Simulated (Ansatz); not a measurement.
Cyclo-(X2GeNH)n: binding per atom (eV) at several levels, gas phase, relaxed structures; Ansatz. Binding counts from free atoms in the multiplicity of their measured ground term, without zero-point energy. The structures are stationary points that may keep the symmetry of their start.

```json
{"species": "cyclo-(H2GeNH)2 (Ge2N2H6)", "state": "singlet", "geometry": "B3LYP-D4/def2-SVP", "HF/6-31G": "1.80", "PBE-D4/def2-SVP": "3.13", "B3LYP-D4/6-31G": "2.97", "PBE0-D4/def2-SVP": "3.07"}
{"species": "cyclo-(F2GeNH)3 (Ge3N3F6H3)", "state": "singlet", "geometry": "PBE-D4/def2-SVP", "HF/6-31G": "2.26", "PBE-D4/def2-SVP": "4.12", "B3LYP-D4/6-31G": "3.77", "PBE0-D4/def2-SVP": "3.94"}
{"species": "cyclo-(Me2GeNH)3 (C6H21Ge3N3)", "state": "singlet", "geometry": "PBE-D4/def2-SVP", "HF/6-31G": "2.66", "PBE-D4/def2-SVP": "3.91", "B3LYP-D4/6-31G": "3.80", "PBE0-D4/def2-SVP": "3.87"}
```
